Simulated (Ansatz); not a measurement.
Two structures of Si2H8O2, singlet, reached by relaxing down either side of one saddle point (PBE0-D4/def2-TZVP). Energies are electronic, without zero-point energy. Computed with Ansatz 0.2.0 (basis: def2-TZVPP and def2-QZVPP); correlated methods freeze the cores. Extrapolation: Hartree–Fock as exp(−7.88 √X), correlation as X^−2.97. First:

| atom | x (Å) | y (Å) | z (Å) |
| --- | --- | --- | --- |
| Si1 | -0.5684 | -1.3090 | 1.0555 |
| O2 | 0.8441 | -0.5530 | 0.6727 |
| H3 | -0.2221 | -2.5843 | 1.7442 |
| H4 | -1.3915 | -1.5559 | -0.1465 |
| O5 | -1.4820 | -0.3286 | 1.9901 |
| H6 | 1.6644 | 1.9077 | -1.0093 |
| Si7 | 0.4549 | 1.4703 | -1.7483 |
| H8 | 1.6458 | -1.0764 | 0.6899 |
| H9 | -1.0923 | 0.0205 | 2.7929 |
| H10 | 0.6618 | 0.1126 | -2.3112 |
| H11 | -0.7307 | 1.4812 | -0.8571 |
| H12 | 0.2162 | 2.4152 | -2.8731 |

Second:

```tsv
atom	x (Å)	y (Å)	z (Å)
Si1	-1.1051	-1.0342	-0.0456
O2	1.5532	0.6808	1.7471
H3	-0.3537	-2.2998	-0.3041
H4	-2.5443	-1.2974	-0.3017
O5	-0.9627	-0.5252	1.5058
H6	1.7945	0.9946	0.8701
Si7	-0.3045	0.5739	-1.5641
H8	2.3118	0.1896	2.0713
H9	-0.1131	-0.1120	1.7345
H10	-0.3054	0.0635	-2.9629
H11	-1.0841	1.8406	-1.5169
H12	1.1136	0.9258	-1.2338
```

(1) Which bonds change from the first to the second?

(2) Give the saddle point's structure and its height above each. (To be estimated.)

The T1 diagnostic stays at or below 0.014.

## Answers

(1) SiH₄O₂ ([OH][SiH2][OH]) + SiH₄ → Si₂H₆O ([OH][SiH2][SiH3]) + H₂O; bonds formed: Si1–Si7, O2–H6; bonds broken: Si1–O2, H6–Si7.

(2) Computed: 67.35 kcal/mol above the first and 44.82 kcal/mol above the second (CCSD(T) at an estimated basis limit (MP2 extrapolated from triple and quadruple zeta, plus CCSD(T) − MP2 in triple zeta)).
```
12
angstrom
Si -0.4377 -0.7511 0.5192
O 1.1125 0.0759 1.2461
H 0.2396 -2.0720 0.4016
H -1.5513 -0.8401 -0.4790
O -1.3442 -0.4069 1.8421
H 0.8836 0.5195 0.1375
Si 0.0822 0.8890 -1.5125
H 1.8792 -0.5097 1.1977
H -0.8549 -0.1601 2.6289
H 0.0194 -0.2112 -2.5145
H -1.1985 1.6427 -1.5251
H 1.1703 1.8243 -1.9419
```

Labels in which every atom is bracketed show which atoms are joined, not bond orders.

For scale, one of the runs: CCSD(T)/def2-TZVPP, 258 basis functions, launched by `ansatz run in.yaml --threads 4 --pin off --events-out ev --progress --plain --max-ram 9574MiB`. The run took 2.2 min on 4 CPU threads of an Arm Neoverse V2 (shared host), with 5.7 GiB of host memory at its peak.
